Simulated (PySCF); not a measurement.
Two species compared at the same levels of theory.

First species: C₃H₉FSi₂.
SMILES: `FC[C@@]1([SiH3])C[SiH2]1`

Second species: C₃H₅FO₂Si.
SMILES: `C=COC(=O)[SiH2]F`

Levels: CAM-B3LYP/def2-SVPD for dipole moment, HOMO energy, LUMO energy, HOMO–LUMO gap, static isotropic polarisability and electronic spatial extent ⟨r²⟩ about the centre of nuclear charge; TDDFT CAM-B3LYP/def2-SVPD for lowest singlet excitation; TDA CAM-B3LYP/def2-SVPD for lowest triplet excitation (Tamm–Dancoff); GFN2-xTB for rotational constant A and rotational constant C. Geometries: GFN2-xTB. All species are isolated and taken at one optimised geometry, non-relativistic unless stated; the electronic structure was computed with PySCF and density fitting.

Dipoles, sizes and rotational constants follow the conformer. The torsions of the flexible species, by atom-mapped SMILES:
- `[F:1][CH2:2][C@@:3]1([SiH3:4])[CH2:5][SiH2:6]1`: F1–C2–C3–Si4 63°
- `[CH2:1]=[CH:2][O:3][C:4](=[O:5])[SiH2:6][F:7]`: C1–C2–O3–C4 180°, C2–O3–C4–O5 0°, O3–C4–Si6–F7 17°

| property | column X | column Y |
| --- | --- | --- |
| dipole moment | 0.54 D | 2.00 D |
| HOMO energy | -9.04 eV | -8.23 eV |
| LUMO energy | -0.31 eV | 0.80 eV |
| HOMO–LUMO gap | 8.73 eV | 9.03 eV |
| lowest singlet excitation | 4.98 eV | 6.21 eV |
| lowest triplet excitation (Tamm–Dancoff) | 4.13 eV | 4.85 eV |
| static isotropic polarisability | 70.5 au | 90.4 au |
| electronic spatial extent ⟨r²⟩ about the centre of nuclear charge | 1100 bohr² | 959 bohr² |
| rotational constant A | 3.884 GHz | 2.433 GHz |
| rotational constant C | 1.000 GHz | 1.385 GHz |

Q: Which column belongs to which species?

A: Column X is the second species and column Y the first. The first has 15 atoms and 64 electrons, the second 12 and 62.

Q: How does each property change from the first species to the second?

A: dipole moment -1.46 D; HOMO energy -0.81 eV; LUMO energy -1.11 eV; HOMO–LUMO gap -0.30 eV; lowest singlet excitation -1.23 eV; lowest triplet excitation (Tamm–Dancoff) -0.72 eV; static isotropic polarisability -19.9 au; electronic spatial extent ⟨r²⟩ about the centre of nuclear charge +141 bohr²; rotational constant A +1.451 GHz; rotational constant C -0.385 GHz.

On the first: The 8 singlets span 6.21 to 7.63 eV, and their oscillator strengths add up to 0.39.

On the second: The dipole matches unit charges of opposite sign 0.11 Å apart (1 e·Å = 4.8032 D).
